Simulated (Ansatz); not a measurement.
`CCC(C)CC(C)CC(C)C`, 35 atoms. Hardware: 4 threads of Arm Neoverse V2 on a shared host.

Task: How many basis functions does each of these Ansatz runs have, and roughly what does it cost? PBE-D4/def2-SVP, charge 0 singlet, relaxation, 4 steps; PBE0-D4/def2-SVP, charge 0 triplet at the geometry of the charge 0 singlet, energy; PBE-D4/def2-SVP, charge 0 singlet, energy, from earlier orbitals; PBE-D4/def2-TZVP, charge 0 singlet, energy and forces, from earlier orbitals; PBE-D4/def2-SVP, charge 1 doublet, relaxation, 12 steps; LDA (SPW92)/def2-TZVP, charge 0 singlet, energy, from earlier orbitals; PBE0-D4/def2-SVP, charge 0 singlet, energy, from earlier orbitals; r2SCAN0-D4/def2-SVP, charge 1 doublet at the geometry of the charge 0 singlet, energy, from earlier orbitals; r2SCAN0-D4/def2-SVP, charge -1 doublet at the geometry of the charge 0 singlet, energy, from earlier orbitals; PBE-D4/def2-SVP, charge 0 triplet at the geometry of the charge 0 singlet, energy, from earlier orbitals; PBE0-D4/def2-SVP, charge 1 doublet, energy, from earlier orbitals; PBE-D4/def2-SVP, charge 1 doublet, energy, from earlier orbitals.

Result: Other jobs shared the machine, so times can vary by a factor of up to 3. A dash marks memory too small to be measured apart from the calling script's.

```csv
run,functions,fitting or Cholesky vectors,wall time,peak host memory (GiB)
"PBE-D4/def2-SVP, charge 0 singlet, energy, from earlier orbitals",274,3130,4.9 s,–
"LDA (SPW92)/def2-TZVP, charge 0 singlet, energy, from earlier orbitals",485,3036,6.5 s,1.2
"PBE0-D4/def2-SVP, charge 0 singlet, energy, from earlier orbitals",274,3130,9.5 s,1.5
"PBE-D4/def2-SVP, charge 1 doublet, energy, from earlier orbitals",274,3130,11 s,0.62
"PBE-D4/def2-TZVP, charge 0 singlet, energy and forces, from earlier orbitals",485,3036,13 s,1.3
"PBE-D4/def2-SVP, charge 0 triplet at the geometry of the charge 0 singlet, energy, from earlier orbitals",274,3130,17 s,0.65
"PBE-D4/def2-SVP, charge 0 singlet, relaxation, 4 steps",274,3130,18 s,–
"PBE0-D4/def2-SVP, charge 1 doublet, energy, from earlier orbitals",274,3130,25 s,1.7
"r2SCAN0-D4/def2-SVP, charge -1 doublet at the geometry of the charge 0 singlet, energy, from earlier orbitals",274,3130,52 s,1.9
"PBE0-D4/def2-SVP, charge 0 triplet at the geometry of the charge 0 singlet, energy",274,3130,74 s,2.8
"r2SCAN0-D4/def2-SVP, charge 1 doublet at the geometry of the charge 0 singlet, energy, from earlier orbitals",274,3130,87 s,2.8
"PBE-D4/def2-SVP, charge 1 doublet, relaxation, 12 steps",274,3130,93 s,0.57
```
